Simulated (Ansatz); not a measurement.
```yaml
atoms:
  - { symbol: F, position_ang: [-0.5659, 0.7466, -2.1834] }
  - { symbol: S, position_ang: [-0.1045, 0.5088, -0.6245] }
  - { symbol: N, position_ang: [0.0983, -1.2064, -0.0830] }
```

Basis set: cc-pVDZ (spherical functions). Correlated methods keep 7 orbitals frozen. Charge 0, multiplicity 1.

Computed with Ansatz (development build ahead of 0.2.0); the reference of a correlated method needn't be the lowest determinant of its kind. Restricted open shells among the atoms or ions are ROHF, correlated in semicanonical orbitals with singles.

**Question.** Give the atomization energy at this shape (free ground-state atoms in the same class of orbitals less the molecule, no zero-point energy) of singlet FNS by RHF-CCSD(T), RHF-CCSD.

**Answer.**

```
     method  atomization energy
RHF-CCSD(T)             4.64 eV
   RHF-CCSD             3.95 eV
```

Caution: large amplitudes, a single reference is doubtful; no unrestricted run beside it, a lower state can exist; the reference determinant was not shown to be the lowest.
